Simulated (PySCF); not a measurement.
## Trend along group 13: MO anions

r²SCAN with double-zeta basis sets in PySCF, for the lowest determinant that a PBE0 search found; no spin–orbit coupling. De refers to high-spin ground-configuration atoms (the charge goes to the atom of lower measured ionisation energy or higher electron affinity, which is not always the lowest computed limit). A positive dipole points towards O; it is taken about the centre of mass and depends on that origin.

```csv
M,basis,charged atom,state (unpaired electrons),Re (Å),ωe (cm⁻¹),De (eV),μ (D)
B,def2-SVPD,O−,singlet (closed shell),1.240,1739,9.56,2.35
Al,aug-cc-pV(D+d)Z/aug-cc-pVDZ,O−,singlet (closed shell),1.651,944,6.23,-0.99
Ga,aug-cc-pVDZ-PP/aug-cc-pVDZ,O−,singlet (closed shell),1.729,778,5.25,-2.87
In,aug-cc-pVDZ-PP/aug-cc-pVDZ,O−,singlet (closed shell),1.942,668,4.33,-4.10
Tl,aug-cc-pVDZ-PP/aug-cc-pVDZ,O−,singlet (closed shell),2.030,599,3.67,-5.16
```

**Question.** By what factor does the harmonic wavenumber vary along the series?

**Answer.** At r²SCAN it runs from 599 cm⁻¹ (TlO⁻) to 1739 cm⁻¹ (BO⁻), a factor of 2.90.

The rows differ in basis set, which adds steps of its own.

Down a group the atoms grow and get heavier, so bonds lengthen and wavenumbers fall; this series shows no clear exception.

Spin–orbit coupling is left out, which matters for elements this heavy, above all for dissociation energies. For an ion De counts to the pair picked by the measured ionisation energies or electron affinities, which need not be the lowest pair at this level. The highest Kohn–Sham level is positive in some of these anions. Much of that is self-interaction error, but it also means that the finite basis helps to hold the extra electron.
